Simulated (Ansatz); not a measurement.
Species: sum formula BNHF2, net charge 0, doublet state. It need not be the lowest isomer of its formula. SMILES: [NH]B(F)F
Structure (B3LYP-D3(BJ)/def2-TZVP (Ansatz, a quantum-chemistry and plane-wave program) minimum search):
```
B
F 1 1.3263
F 1 1.3263 2 118.11
N 1 1.4284 2 120.82 3 -174.27
H 4 1.0165 1 121.13 2 -92.94
```
Charge 0, spin multiplicity 2.

Wanted: atomisation energy (electronic, to ground-state atoms), in kcal/mol. Valence correlation only, unless marked. Open shells are spin-unrestricted. Spin-orbit coupling is left out. No relativistic terms. The coupled-cluster limit lacks core correlation, which all-electron functionals hold. CBS marks a two-point X^-3 extrapolation of the correlation energy; Hartree-Fock from the larger set. The bracket is a focal-point correction in the basis named.

| level | program | atomisation energy (kcal/mol) |
|---|---|---|
| HF/STO-3G | Ansatz | 350.0 |

### Question
Predict the RI-MP2/CBS(aug-cc-pVTZ,aug-cc-pVQZ)+[CCSD(T)-MP2]/aug-cc-pVTZ result (Ansatz).

### Answer
491.3 kcal/mol, so HF/STO-3G differs from it by -141.3 kcal/mol.
